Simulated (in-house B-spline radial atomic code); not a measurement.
Ionising Re VI (Re5+) with different functionals

Computed with an all-electron radial atomic-structure program (B-spline basis): four-component Dirac-Coulomb Hamiltonian, Fermi nucleus of rms radius 5.3698 fm, spin-restricted, spherical fractional occupations for the functionals, and exact exchange of hybrids averaged over the configuration. The ionisation energy is the difference of two self-consistent energies, [Xe] 4f14 5d2 → [Xe] 4f14 5d1, without Breit or QED terms; ε is the level of the shell that loses the electron (mean over j). The electron is taken from both j subshells in proportion to 2j + 1, so the result is a j average, not the step between ground levels.

```
   method                    rung  ΔSCF (eV)  -ε(5d) (eV)
     PBE0           global hybrid      66.76        61.49
    HSE06  range-separated hybrid      66.72        61.04
  LC-wPBE  range-separated hybrid          ?            ?
CAM-B3LYP  range-separated hybrid          ?            ?
```

(1) What does LC-wPBE give?

(2) What does CAM-B3LYP give?

(3) Among the functionals, which spreads more, the ΔSCF values or the orbital energies?

(4) How do they compare with the NIST value?

## Answers

(1) ΔSCF 66.71 eV, and -ε(5d) = 64.38 eV.

(2) ΔSCF 66.89 eV, and -ε(5d) = 63.10 eV.

(3) The orbital energies: ΔSCF values span about 0.18 eV and the orbital energies 3.34 eV; here energy differences depend much less on the functional than eigenvalues do.

(4) NIST lists 67 eV ± 2 (tabulated theory, ground level to ground level). Errors run from -0.29 to -0.11 eV; all lie within about twice that uncertainty, so the table can't rank the methods.
